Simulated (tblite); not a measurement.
Species: C4H12GeO2Si.
Atom-mapped SMILES: `[CH3:1][C:2](=[O:3])[C@H:4]([CH3:5])[GeH2:6][O:7][SiH3:8]` (hydrogens: H9, H10, H11 on C1; H12 on C4; H13, H14, H15 on C5; H16, H17 on Ge6; H18, H19, H20 on Si8)

Computed with GFN2-xTB (tblite), gas phase: L-BFGS steps from a force-field or distance-geometry start until the largest atomic force falls under 0.01 eV/Å.

Step 14: E = -721.9586 eV
```
atom  x, y, z in Å  |  force x, y, z in eV/Å
C1     -3.1526    0.6487    0.0063   -0.083  -0.009  -0.029
C2     -1.6688    0.7852    0.0798    0.103   0.045   0.060
O3     -1.1378    1.6004    0.8027   -0.018   0.189   0.099
C4     -0.8002   -0.1228   -0.7333    0.121  -0.031   0.061
C5     -1.0416   -1.5885   -0.3652   -0.064  -0.030  -0.019
Ge6     1.0073    0.5916   -0.1078    0.073  -0.169  -0.240
O7      2.4452   -0.2395   -0.8318   -0.259   0.149   0.244
Si8     3.8894   -0.0253   -0.1213   -0.106  -0.110  -0.173
H9     -3.4264    0.0186   -0.8296   -0.225  -0.029  -0.048
H10    -3.5132    0.2172    0.9397    0.004  -0.065  -0.047
H11    -3.6074    1.6345   -0.0771    0.002  -0.034  -0.053
H12    -1.0240    0.0321   -1.7959    0.151  -0.027   0.101
H13    -2.0301   -1.9457   -0.6624    0.026   0.156  -0.071
H14    -0.3030   -2.2172   -0.8615    0.045   0.043   0.112
H15    -0.9671   -1.7133    0.7158    0.160  -0.042  -0.070
H16     1.2127    0.2674    1.3457   -0.085   0.071   0.064
H17     1.3210    2.0217   -0.4756   -0.130  -0.043   0.057
H18     3.8553   -0.6309    1.2163    0.090   0.055  -0.019
H19     4.7462   -0.7319   -1.0512    0.122  -0.064  -0.074
H20     4.1900    1.4083   -0.0161    0.073  -0.056   0.046
```

Step 15: E = -721.9763 eV
```
atom  x, y, z in Å  |  force x, y, z in eV/Å
C1     -3.1622    0.6489    0.0008    0.034  -0.017  -0.029
C2     -1.6742    0.7859    0.0750    0.003   0.084   0.096
O3     -1.1483    1.6117    0.7907   -0.047   0.146   0.067
C4     -0.7999   -0.1224   -0.7289    0.077  -0.145   0.079
C5     -1.0387   -1.5919   -0.3701    0.010  -0.058   0.058
Ge6     1.0012    0.5980   -0.1000    0.089  -0.170  -0.198
O7      2.4438   -0.2331   -0.8010   -0.281   0.138   0.203
Si8     3.9020   -0.0272   -0.1194   -0.139  -0.174  -0.261
H9     -3.4444    0.0235   -0.8369   -0.183  -0.013  -0.016
H10    -3.5205    0.2191    0.9346    0.001  -0.109  -0.026
H11    -3.6128    1.6358   -0.0728   -0.017   0.012  -0.084
H12    -1.0278    0.0236   -1.7887    0.166   0.034  -0.004
H13    -2.0255   -1.9542   -0.6640    0.014   0.176  -0.091
H14    -0.2960   -2.2191   -0.8639    0.022   0.077   0.072
H15    -0.9572   -1.7254    0.7088    0.132  -0.022  -0.030
H16     1.1931    0.2892    1.3569   -0.077   0.054   0.088
H17     1.3179    2.0233   -0.4686   -0.128   0.002   0.032
H18     3.9021   -0.6260    1.2123    0.066  -0.031   0.110
H19     4.7137   -0.7407   -1.0811    0.177  -0.083  -0.091
H20     4.2287    1.3916   -0.0063    0.080   0.099   0.023
```

Task: Estimate the geometry and energy of step 16. (The exact step hangs on the optimiser's Hessian estimate; all steps are aligned on step 15, rigid shifts and turns removed.)

Result: E = -721.9957 eV, largest force 0.320 eV/Å
```
atom  x, y, z in Å  |  force x, y, z in eV/Å
C1     -3.1732    0.6488   -0.0064    0.131  -0.018  -0.020
C2     -1.6804    0.7878    0.0708   -0.092   0.098   0.103
O3     -1.1631    1.6277    0.7775   -0.079   0.063   0.002
C4     -0.7980   -0.1240   -0.7221    0.001  -0.184   0.093
C5     -1.0341   -1.5968   -0.3745    0.089  -0.055   0.124
Ge6     0.9959    0.6020   -0.0939    0.031  -0.097  -0.026
O7      2.4367   -0.2246   -0.7622   -0.199   0.067   0.105
Si8     3.9145   -0.0329   -0.1226   -0.109  -0.174  -0.246
H9     -3.4692    0.0290   -0.8460   -0.105   0.017   0.035
H10    -3.5289    0.2197    0.9283    0.003  -0.143  -0.020
H11    -3.6194    1.6376   -0.0689   -0.027   0.038  -0.110
H12    -1.0288    0.0145   -1.7799    0.179   0.090  -0.086
H13    -2.0194   -1.9597   -0.6679   -0.008   0.168  -0.098
H14    -0.2871   -2.2203   -0.8660    0.009   0.085   0.009
H15    -0.9433   -1.7406    0.7010    0.086  -0.008   0.039
H16     1.1677    0.3164    1.3724   -0.070   0.043   0.061
H17     1.3107    2.0258   -0.4597   -0.124   0.036   0.000
H18     3.9591   -0.6203    1.2095    0.035  -0.103   0.155
H19     4.6787   -0.7526   -1.1179    0.193  -0.086  -0.091
H20     4.2766    1.3732    0.0061    0.058   0.164  -0.029
```

The energy changes by -0.0194 eV. The first-order estimate −F·Δx gives -0.0270 eV and the mean of the old and new forces, exact on a quadratic surface, -0.0194 eV. The step makes an angle of 75° with the force vector and moves no atom by more than 0.057 Å.

What follows is the cost of the whole relaxation. The run took 0.94 s on one thread of an Arm Neoverse V1, no GPU (shared host).
